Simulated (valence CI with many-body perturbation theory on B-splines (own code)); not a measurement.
Hf XXXIX: E2, M1, M2 decay

Calculated by relativistic CI+MBPT: six valence electrons over a frozen Dirac-Fock core [Ar] 3d10, radial functions for each j: 9 s, 9 p, 8 d, 6 f, 3 g, 1 h, with the one-electron correlation potential Σ1 (screened to all orders), the two-electron term Σ2, the three-electron term Σ3, Breit, model QED; selected single and double excitations, second order for the rest, scaled by the run's own slope (own B-spline code, finite nucleus).

No measured spectrum was set against this ion. As an estimate, large intervals hold to a few tenths of a per cent, small ones and those within an open d or f shell to about a per cent. Among the levels kept, up to 630 cm⁻¹ of a level comes from second order outside the variational space, and about a tenth of that is noise between levels of different J, which matters for small intervals.

Lines 1 to 27 of 27 in falling wavelength, among levels below 274.82 eV, chosen from the decays that carry over 1 % of a level's rate. Wavelengths and rates use the calculated energies. Electric multipoles are in the length gauge with retardation, E1 and E2 with the static RPA response of the core. M1 uses the relativistic operator with retardation. Weak lines are less certain than strong ones. Lines between different terms over intervals too small for the method are left out, as are lines whose strength nearly cancels.

Levels are named by their leading jj configuration (3d3/2^4 stands for four electrons in 3d with j = 3/2), which in mixed levels can hold well under half, so a name can repeat and another be missing. Letters in brackets count levels of one name in rising energy.

```
λ vac (Å)                               Upper                               Lower  Type   A (s⁻¹)  Branch %
     1472          (4s^2 4p1/2^2 4p3/2^2) J=0          (4s^2 4p1/2^2 4p3/2^2) J=2    E2  5.20e+00     100.0
    813.8      (4s^2 4p1/2^2 4p3/2 4d5/2) J=4      (4s^2 4p1/2^2 4p3/2 4d3/2) J=3    M1  2.31e+04      80.2
    730.5      (4s^2 4p1/2 4p3/2^2 4d5/2) J=5      (4s^2 4p1/2 4p3/2^2 4d3/2) J=4    M1  2.84e+04       3.1
    632.6  (4s^2 4p1/2 4p3/2^2 4d5/2) J=4 [b]  (4s^2 4p1/2 4p3/2^2 4d3/2) J=3 [a]    M1  2.26e+04       2.5
    241.4      (4s^2 4p1/2 4p3/2^2 4d3/2) J=4      (4s^2 4p1/2^2 4p3/2 4d5/2) J=3    M1  2.53e+04       3.0
    202.2  (4s^2 4p1/2 4p3/2^2 4d5/2) J=4 [a]      (4s^2 4p1/2^2 4p3/2 4d5/2) J=3    M1  1.04e+06      25.5
    193.7      (4s^2 4p1/2 4p3/2^2 4d3/2) J=4      (4s^2 4p1/2^2 4p3/2 4d5/2) J=4    M1  1.67e+04       2.0
    185.9  (4s^2 4p1/2 4p3/2^2 4d5/2) J=4 [b]      (4s^2 4p1/2^2 4p3/2 4d5/2) J=3    M1  3.14e+05      34.2
    181.5      (4s^2 4p1/2 4p3/2^2 4d5/2) J=5      (4s^2 4p1/2^2 4p3/2 4d5/2) J=3    E2  1.87e+04       2.1
    175.4            (4s^2 4p1/2 4p3/2^3) J=1          (4s^2 4p1/2^2 4p3/2^2) J=0    M1  1.25e+06      23.2
    167.6  (4s^2 4p1/2 4p3/2^2 4d5/2) J=4 [a]      (4s^2 4p1/2^2 4p3/2 4d5/2) J=4    M1  2.90e+06      71.2
    156.8            (4s^2 4p1/2 4p3/2^3) J=1          (4s^2 4p1/2^2 4p3/2^2) J=2    M1  4.02e+06      75.0
    156.8            (4s^2 4p1/2 4p3/2^3) J=1          (4s^2 4p1/2^2 4p3/2^2) J=2    E2  9.20e+04       1.7
    156.4      (4s^2 4p1/2 4p3/2^2 4d3/2) J=4      (4s^2 4p1/2^2 4p3/2 4d3/2) J=3    M1  6.85e+05      80.8
    156.4      (4s^2 4p1/2 4p3/2^2 4d3/2) J=4      (4s^2 4p1/2^2 4p3/2 4d3/2) J=3    E2  7.92e+04       9.3
    156.2  (4s^2 4p1/2 4p3/2^2 4d5/2) J=4 [b]      (4s^2 4p1/2^2 4p3/2 4d5/2) J=4    M1  4.48e+05      48.7
    156.2  (4s^2 4p1/2 4p3/2^2 4d5/2) J=4 [b]      (4s^2 4p1/2^2 4p3/2 4d5/2) J=4    E2  5.59e+04       6.1
    153.1      (4s^2 4p1/2 4p3/2^2 4d5/2) J=5      (4s^2 4p1/2^2 4p3/2 4d5/2) J=4    M1  7.72e+05      85.3
    153.1      (4s^2 4p1/2 4p3/2^2 4d5/2) J=5      (4s^2 4p1/2^2 4p3/2 4d5/2) J=4    E2  7.97e+04       8.8
    151.3  (4s^2 4p1/2 4p3/2^2 4d5/2) J=4 [b]      (4s^2 4p1/2^2 4p3/2 4d5/2) J=2    E2  4.00e+04       4.4
    150.2                  (4s^2 4p3/2^4) J=0            (4s^2 4p1/2 4p3/2^3) J=2    E2  4.67e+05       3.9
    149.5      (4s^2 4p1/2 4p3/2^2 4d3/2) J=4      (4s^2 4p1/2^2 4p3/2 4d3/2) J=2    E2  3.89e+04       4.6
    148.6            (4s^2 4p1/2 4p3/2^3) J=2          (4s^2 4p1/2^2 4p3/2^2) J=2    M1  2.54e+06      93.4
    148.6            (4s^2 4p1/2 4p3/2^3) J=2          (4s^2 4p1/2^2 4p3/2^2) J=2    E2  1.51e+05       5.6
    142.8                  (4s^2 4p3/2^4) J=0            (4s^2 4p1/2 4p3/2^3) J=1    M1  1.13e+07      94.5
    139.0  (4s^2 4p1/2 4p3/2^2 4d5/2) J=4 [a]      (4s^2 4p1/2^2 4p3/2 4d3/2) J=3    M1  9.52e+04       2.3
    75.16      (4s^2 4p1/2^2 4p3/2 4d5/2) J=4          (4s^2 4p1/2^2 4p3/2^2) J=2    M2  5.69e+03      19.7
```
